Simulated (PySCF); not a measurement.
Magnetic shielding above rings: a mixed set.

Probes without a nucleus sit at each ring's centroid and 1 Å off its mean plane on both sides; NICS is minus the shielding there, NICSzz its component along the normal. Level: GIAO PBE0/pcSseg-1 (PySCF, non-relativistic, gas phase) on the GFN2-xTB geometries, one conformer each. Atom numbers follow the mapped SMILES.

Question: Order these rings by mean NICS(1)zz, lowest (most negative) first (ppm).
A. ring P3–C4–C5–C6–C8 in `[CH2:1]=[CH:2][P:3]1[CH2:4][CH2:5][C:6]([CH3:7])=[C:8]1[SiH3:9]`
B. ring C5–C6–Si7–C8–C9 in `[Cl:1][C:2]([Cl:3])([Cl:4])[C:5]1=[CH:6][SiH2:7][CH:8]=[CH:9]1`
C. ring C4–N5–N6–S7–N8 in `[CH2:1]1[CH2:2][CH:3]1[c:4]1[n:5][n:6][s:7][n:8]1`
D. ring Si5–O6–C7–C8–S9 in `[CH3:1][O:2]/[CH:3]=[CH:4]/[Si@@H:5]1[O:6][CH2:7][CH2:8][S:9]1`
E. ring C5–C6–C7–C8–C9–C11 in `[O:1]=[P@:2]([O-:3])([OH:4])[c:5]1[cH:6][cH:7][cH:8][c:9]([F:10])[cH:11]1` (charge -1)
F. ring C3–C4–Si5–N6–Si7 in `[CH2:1]=[CH:2][C@@H:3]1[CH2:4][SiH2:5][NH:6][SiH2:7]1`
G. ring Si2–O4–Si5–Si6–Si7 in `[OH:1][Si@:2]1([SiH3:3])[O:4][SiH2:5][SiH2:6][SiH2:7]1`

Answer: C (-35.9), E (-28.2), D (-4.8), A (-2.7), F (-1.4), G (-0.2), B (1.1).

```
                             SMILES                                                       ring  NICS(0)  NICS(1)  NICS(1)zz  HOMA  rms pucker (Å)  ring atoms with four or more neighbours
                       C1CC1c1nnsn1  5-membered ring with 3 N and S; formal bonds all aromatic    -14.4    -14.4      -35.9     –            0.00                                        0
         O=[P@]([O-])(O)c1cccc(F)c1           6-membered carbocycle; formal bonds all aromatic    -10.6    -11.8      -28.2  0.99            0.00                                        0
               CO/C=C/[Si@@H]1OCCS1  5-membered ring with O, S and Si; formal bonds all single     -8.5     -4.1       -4.8     –            0.18                                        3
               C=CP1CCC(C)=C1[SiH3]    5-membered ring with P; formal bonds 1 double, 4 single     -2.1     -3.7       -2.7     –            0.12                                        2
          C=C[C@@H]1C[SiH2]N[SiH2]1   5-membered ring with N and 2 Si; formal bonds all single     -5.5     -3.1       -1.4     –            0.17                                        4
O[Si@]1([SiH3])O[SiH2][SiH2][SiH2]1   5-membered ring with O and 4 Si; formal bonds all single     -3.2     -2.4       -0.2     –            0.04                                        4
          ClC(Cl)(Cl)C1=C[SiH2]C=C1   5-membered ring with Si; formal bonds 2 double, 3 single      0.5     -2.1        1.1     –            0.00                                        1
```

NICS(0) gives another order. The isotropic NICS(1) gives the same order. HOMA uses Krygowski's 1993 parameters; it is left out where a ring has a four-coordinate atom, a triple bond, no multiple bond or a kind of bond without parameters. NICS(1) and NICS(1)zz are means over the two faces.
